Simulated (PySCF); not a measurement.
CH₃, SMILES [CH3+], charge +1. The structure is a stationary point at ωB97X-D3(BJ)/def2-TZVPD.

TDA-LC-ωPBE/def2-TZVPD in PySCF 2.14.0 puts the lowest singlet excitations at 5.92, 5.92, 15.16, 15.16, 15.40, 16.50 eV.

Task: What are the lowest excitation roots from ADC(3)/aug-cc-pVDZ (PySCF 2.14.0)? (Estimate from the structure and the level; the computed values follow.)

Result: 6.01, 6.01, 12.95, 12.95, 15.28, 15.28 eV. S1 differs by 0.10 eV (second minus first; roots are paired by order, and the bases may differ).
